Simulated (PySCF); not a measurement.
C2H7OSi, SMILES C[SiH](C)[O], multiplicity 2. The structure is a stationary point at PBE-D3(BJ)/def2-SVP. The isomer is the one that the SMILES or the coordinates give; other isomers of the formula were not compared.

These are PBE-D3(BJ)/def2-SVP run with PySCF values and carry that method's errors.

Harmonic wavenumbers (cm⁻¹): 131, 149, 186, 198, 246, 579, 600, 627, 666, 678, 793, 811, 820, 898, 1157, 1194, 1349, 1373, 1375, 1388, 2117, 2974, 2979, 3074, 3087, 3093, 3120. Rotational constants (GHz): 6.495, 5.234, 3.458; symmetry number 1.

Task: Work out the zero-point energy and the ideal-gas rigid-rotor harmonic-oscillator thermochemistry at 298.15 K and 1 atm.

Result: ZPE = ½ Σ hcν = ½ × 35662 cm⁻¹ = 213.31 kJ/mol. H − E(el) = 233.83 kJ/mol. Entropy in J/(mol K): translation 162.62, rotation 106.34, vibration 61.62, spin 5.76, total 336.35. G − E(el) = 133.55 kJ/mol. Cp = 106.41 J/(mol K). Modes under 150 cm⁻¹ make the vibrational entropy uncertain.
